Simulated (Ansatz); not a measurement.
A displaced shape of singlet TiCl4:

```xyz
5

Ti   -0.0046    0.0309   -0.0390
Cl    1.2073    1.2625    1.2724
Cl    1.2276   -1.1979   -1.2345
Cl   -1.2497    1.2923   -1.2561
Cl   -1.2453   -1.2822    1.2117
```

It was optimised with PBE0/def2-SVP in Ansatz (development build ahead of 0.2.0) to forces under 0.001 eV/Å, with restricted orbitals. Each step stands on the lowest determinant of that kind that the program's search found.

Q: What shape does it relax to, and how does the optimisation go?

A:

```xyz
5

Ti   -0.0130    0.0212   -0.0091
Cl    1.2086    1.2558    1.2662
Cl    1.2534   -1.1937   -1.2595
Cl   -1.2548    1.2742   -1.2463
Cl   -1.2591   -1.2518    1.2033
```

Bond lengths: Ti1–Cl2 2.155 Å, Ti1–Cl3 2.155 Å, Ti1–Cl4 2.155 Å, Ti1–Cl5 2.155 Å. Angles: Cl2–Ti1–Cl3 109.5°, Cl2–Ti1–Cl4 109.5°, Cl2–Ti1–Cl5 109.5°, Cl3–Ti1–Cl4 109.5°, Cl3–Ti1–Cl5 109.5°, Cl4–Ti1–Cl5 109.5°.

```tsv
step	E − E(start) (eV)	largest force (eV/Å)
1	0.0000	1.1200
2	-0.0354	0.1241
3	-0.0360	0.0073
4	-0.0360	0.0013
5	-0.0360	0.0001
```

The optimisation ended after 5 steps with its threshold met.
